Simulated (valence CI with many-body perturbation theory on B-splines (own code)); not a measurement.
## E1 transitions of I22+

Method: valence CI with perturbative core correlation (CI+MBPT): three valence electrons over a frozen Dirac-Fock core [Ar] 3d10, a basis of 11 s, 11 p, 9 d, 7 f, 5 g, 2 h, 1 i functions for each j, with the one-electron correlation potential Σ1, the two-electron term Σ2, the three-electron term Σ3, Breit, model QED; selected CI, second order for the rest (own B-spline code, finite nucleus).

No measured levels were compared; by estimate levels hold to about 250 cm⁻¹ or 0.2 % of their energy and the worst to 1 %, as in measured heavy ions of charge 2 to 7; those with d or f electrons hold less well.

Lines 51 to 100 of 266 in falling wavelength, among levels below 1920800 cm⁻¹, chosen from the strongest by gf and those to the six lowest levels. Wavelengths and rates use the calculated energies, so an error of 2000 cm⁻¹ moves a line at 20.32 nm by 0.41 % and its rate by three times that or more. Electric multipoles are in the length gauge, E1 and E2 with the static RPA response of the core. Weak lines are less certain than strong ones. Lines between different terms over intervals too small for the method are left out, as are lines whose strength nearly cancels. Where a level lies close to another of its J and parity, the split of strength between their lines is uncertain. The highest levels of a list are the least certain.

Levels are named by their leading jj configuration (3d3/2^4 stands for four electrons in 3d with j = 3/2), which in mixed levels can hold well under half, so a name can repeat and another be missing. Letters in brackets count levels of one name in rising energy.

| λ vac (nm) | Upper | Lower | A (s⁻¹) | log gf | Branch % |
| --- | --- | --- | --- | --- | --- |
| 20.32 | (4p3/2^2 4d3/2) J=7/2 | (4s 4p3/2 4d3/2) J=5/2 [b] | 7.07e+09 | -0.46 | 2.7 |
| 20.18 | (4p3/2^3) J=3/2 [b] | (4s 4p3/2^2) J=3/2 | 1.38e+10 | -0.47 | 8.2 |
| 20.12 | (4p1/2^2 4p3/2) J=3/2 | (4s 4p1/2 4p3/2) J=3/2 [a] | 8.20e+09 | -0.70 | 13.2 |
| 19.96 | (4p1/2 4p3/2^2) J=3/2 | (4s 4p1/2 4p3/2) J=3/2 [b] | 3.79e+09 | -1.04 | 4.4 |
| 19.73 | (4p1/2 4p3/2^2) J=5/2 | (4s 4p1/2 4p3/2) J=3/2 [b] | 6.91e+09 | -0.62 | 19.6 |
| 19.65 | (4p3/2^2 4d3/2) J=3/2 | (4s 4p3/2 4d5/2) J=3/2 [a] | 8.22e+09 | -0.72 | 3.1 |
| 19.58 | (4p3/2^2 4d5/2) J=7/2 | (4s 4p3/2 4d5/2) J=5/2 [a] | 1.44e+10 | -0.18 | 25.9 |
| 19.57 | (4p1/2 4p3/2 4d3/2) J=7/2 | (4s 4p1/2 4d5/2) J=7/2 | 6.10e+09 | -0.55 | 18.9 |
| 19.56 | (4p3/2^2 4d3/2) J=7/2 | (4s 4p3/2 4d5/2) J=7/2 [b] | 6.79e+09 | -0.51 | 2.6 |
| 19.46 | (4p1/2 4p3/2 4d5/2) J=7/2 [b] | (4s 4p1/2 4d5/2) J=5/2 [b] | 1.06e+10 | -0.32 | 14.3 |
| 19.40 | (4s 4p3/2 4d5/2) J=7/2 [b] | (4s^2 4d5/2) J=5/2 | 1.42e+10 | -0.19 | 16.3 |
| 19.32 | (4p1/2 4p3/2 4d5/2) J=7/2 [a] | (4s 4p1/2 4d5/2) J=5/2 [a] | 2.06e+10 | -0.04 | 46.0 |
| 19.22 | (4s 4p3/2 4d5/2) J=3/2 [a] | (4s^2 4d3/2) J=3/2 | 1.74e+10 | -0.41 | 7.4 |
| 19.01 | (4p1/2 4p3/2 4d5/2) J=7/2 [a] | (4s 4p1/2 4d5/2) J=7/2 | 4.85e+09 | -0.68 | 10.8 |
| 18.74 | (4p1/2 4p3/2 4d5/2) J=5/2 [c] | (4s 4p1/2 4d5/2) J=3/2 | 1.48e+10 | -0.33 | 6.1 |
| 18.73 | (4p1/2 4p3/2 4d3/2) J=5/2 | (4s 4p1/2 4d3/2) J=5/2 | 1.17e+10 | -0.43 | 33.8 |
| 18.66 | (4s 4p3/2 4d5/2) J=7/2 [c] | (4s^2 4d5/2) J=5/2 | 3.14e+10 | 0.12 | 14.4 |
| 18.54 | (4p3/2^2 4d5/2) J=7/2 | (4s 4p3/2 4d5/2) J=7/2 [a] | 8.39e+09 | -0.46 | 15.1 |
| 18.42 | (4p1/2 4p3/2 4d5/2) J=9/2 | (4s 4p1/2 4d5/2) J=7/2 | 1.27e+10 | -0.19 | 36.8 |
| 18.20 | (4p1/2 4p3/2 4d3/2) J=7/2 | (4s 4p1/2 4d3/2) J=5/2 | 1.09e+10 | -0.36 | 33.7 |
| 18.13 | (4s 4p1/2 4p3/2) J=3/2 [b] | (4s^2 4p1/2) J=1/2 | 3.15e+10 | -0.21 | 95.0 |
| 18.05 | (4p1/2 4p3/2 4d5/2) J=1/2 | (4s 4p1/2 4d5/2) J=3/2 | 2.78e+10 | -0.57 | 13.4 |
| 18.03 | (4p1/2 4p3/2 4d5/2) J=5/2 [a] | (4s 4p1/2 4d5/2) J=7/2 | 1.31e+10 | -0.42 | 12.2 |
| 17.98 | (4p1/2 4p3/2 4d3/2) J=5/2 | (4s 4p1/2 4d3/2) J=3/2 | 8.52e+09 | -0.61 | 24.7 |
| 17.96 | (4s 4p3/2 4d3/2) J=5/2 [b] | (4s^2 4d3/2) J=3/2 | 4.31e+10 | 0.10 | 17.6 |
| 17.94 | (4p1/2 4p3/2^2) J=3/2 | (4s 4p1/2 4p3/2) J=5/2 | 1.50e+10 | -0.54 | 17.5 |
| 17.76 | (4p1/2 4p3/2^2) J=5/2 | (4s 4p1/2 4p3/2) J=5/2 | 1.21e+10 | -0.47 | 34.2 |
| 17.73 | (4p1/2 4p3/2 4d5/2) J=5/2 [b] | (4p3/2^3) J=3/2 [b] | 1.06e+10 | -0.52 | 3.9 |
| 17.72 | (4p1/2 4p3/2^2) J=1/2 | (4s 4p1/2 4p3/2) J=3/2 [b] | 5.59e+10 | -0.28 | 70.1 |
| 17.68 | (4p1/2 4p3/2 4d5/2) J=3/2 [b] | (4s 4p1/2 4d5/2) J=5/2 [b] | 3.49e+10 | -0.18 | 28.2 |
| 17.64 | (4p3/2^2 4d3/2) J=3/2 | (4s 4p3/2 4d3/2) J=5/2 [a] | 1.51e+10 | -0.55 | 5.7 |
| 17.61 | (4p1/2 4p3/2 4d3/2) J=3/2 [b] | (4p3/2^3) J=3/2 [b] | 1.27e+10 | -0.63 | 4.6 |
| 17.59 | (4p3/2^2 4d3/2) J=5/2 | (4s 4p3/2 4d5/2) J=7/2 [a] | 1.16e+10 | -0.49 | 4.3 |
| 17.58 | (4p1/2 4p3/2 4d3/2) J=3/2 [b] | (4s 4p1/2 4d3/2) J=1/2 | 1.01e+10 | -0.73 | 3.6 |
| 17.57 | (4p3/2^2 4d5/2) J=7/2 | (4s 4p3/2 4d5/2) J=9/2 | 1.42e+10 | -0.28 | 25.6 |
| 17.52 | (4p3/2^2 4d3/2) J=5/2 | (4s 4p3/2 4d3/2) J=5/2 [a] | 1.50e+10 | -0.38 | 5.5 |
| 17.50 | (4p1/2 4p3/2 4d3/2) J=3/2 [a] | (4s 4p1/2 4d3/2) J=3/2 | 2.73e+10 | -0.30 | 33.7 |
| 17.46 | (4p1/2 4p3/2 4d3/2) J=1/2 [b] | (4s 4p1/2 4d3/2) J=1/2 | 2.02e+10 | -0.73 | 7.8 |
| 17.41 | (4p1/2 4p3/2 4d3/2) J=1/2 [a] | (4s 4p1/2 4d3/2) J=3/2 | 4.66e+10 | -0.37 | 64.3 |
| 17.40 | (4p1/2 4p3/2 4d5/2) J=5/2 [b] | (4s 4p1/2 4d5/2) J=5/2 [a] | 1.64e+10 | -0.35 | 6.1 |
| 17.38 | (4p3/2^2 4d5/2) J=9/2 | (4s 4p3/2 4d5/2) J=9/2 | 2.24e+10 | 0.01 | 54.0 |
| 17.36 | (4s 4p3/2 4d3/2) J=1/2 [b] | (4s^2 4d3/2) J=3/2 | 5.72e+10 | -0.29 | 24.4 |
| 17.30 | (4p1/2 4p3/2 4d5/2) J=7/2 [b] | (4s 4p1/2 4d5/2) J=7/2 | 1.15e+10 | -0.39 | 15.4 |
| 17.29 | (4p1/2^2 4p3/2) J=3/2 | (4s 4p1/2^2) J=1/2 | 1.96e+10 | -0.45 | 31.5 |
| 17.24 | (4s 4p1/2 4d3/2) J=3/2 | (4s 4p1/2 4p3/2) J=3/2 [b] | 4.29e+09 | -1.12 | 36.8 |
| 17.14 | (4s 4p3/2^2) J=1/2 | (4s^2 4p3/2) J=3/2 | 6.98e+10 | -0.21 | 94.3 |
| 17.14 | (4s 4p1/2 4p3/2) J=1/2 | (4s^2 4p1/2) J=1/2 | 9.81e+10 | -0.06 | 95.3 |
| 17.08 | (4p3/2^3) J=3/2 [a] | (4s 4p3/2^2) J=5/2 | 1.65e+10 | -0.54 | 14.1 |
| 17.07 | (4s 4p3/2 4d5/2) J=3/2 [b] | (4s^2 4d5/2) J=5/2 | 3.09e+10 | -0.27 | 10.3 |
| 17.06 | (4s 4p3/2 4d5/2) J=3/2 [c] | (4s^2 4d5/2) J=5/2 | 5.46e+10 | -0.02 | 21.5 |

Q: How does gf follow from A for the line at 17.98 nm?

A: gf = 1.4992 × (2J+1)_upper × A / σ², with σ = 556253 cm⁻¹ and 2J+1 = 6: gf = 0.248.
